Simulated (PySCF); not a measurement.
Two-component Hartree-Fock for Co¹⁸⁺ (cobalt, charge +18)

Start: [He] 2s2 2p5; 2p1/2 filled at m_j = -1/2, +1/2; 2p3/2 filled at m_j = -1/2, +1/2, +3/2. Calculated with PySCF 2.14 in an uncontracted even-tempered set (18 s from 4.2 bohr⁻², ratio 2.4; 12 p from 5.4 bohr⁻², ratio 2.4; 5 d from 24 bohr⁻², ratio 2.6; 5 f from 36 bohr⁻², ratio 2.6): generalised Hartree-Fock with the X2C-1e Hamiltonian and a Gaussian nucleus; one run each with spin-orbit coupling (SO) switched off, then screened by Boettger's factors.

```
spinor shell  electrons  ε, spin-free (eV)  ε, screened SO (eV)  weight of nominal j (screened SO)  rms radius, screened SO (bohr)
       1s1/2          2            -8526.2              -8525.6                              1.000                          0.0647
       2s1/2          2            -1631.4              -1631.3                              1.000                           0.268
       2p1/2          2            -1508.5              -1519.3                              0.942                           0.237
       2p3/2          3            -1508.5              -1502.9                              0.961                           0.239
```

| quantity | spin-free | screened SO |
| --- | --- | --- |
| E (hartree) | -1195.44385 | -1195.65574 |
| M_J | 3/2 | 3/2 |
| ⟨J²⟩ | 3.750 | 3.750 |
| ⟨L²⟩ | 2.000 | 2.000 |
| ⟨S²⟩ | 0.750 | 0.750 |

Each row is a mean over spinors that exchange with the open shell spreads, by up to 20.370 eV (2s1/2).

Without spin-orbit coupling the j labels of p, d and f shells carry no meaning; the spin-free column gives the mean over the occupied spinors of each nl shell.
